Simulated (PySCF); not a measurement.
**Sb(2+): excitation energy**

Sb(2+) [Kr] 4d10 5s2 5p1 (2P) → Sb(2+) [Kr] 4d10 5s1 5p2 (4P), as a difference of total energies. All numbers are calculated (PySCF 2.14, a scalar-relativistic core potential, in def2-TZVPPD with the def2 core potential (28 electrons) (7s5p4d2f, 56 functions)). Correlated levels: valence and next inner shell: nothing frozen outside the core potential. The calculations carry no spin-orbit coupling.

```json
{"method": "UHF", "excitation energy (eV)": "5.572"}
{"method": "MP2 (valence and next inner shell)", "excitation energy (eV)": "7.098"}
{"method": "SCS-MP2 (valence and next inner shell)", "excitation energy (eV)": "7.245"}
{"method": "CCSD (valence and next inner shell)", "excitation energy (eV)": "7.021"}
{"method": "CCSD(T) (valence and next inner shell)", "excitation energy (eV)": "7.083"}
```

Question: How much does correlation contribute at CCSD(T) (valence and next inner shell)?

Answer: 7.083 − (5.572) = 1.511 eV, measured against UHF.
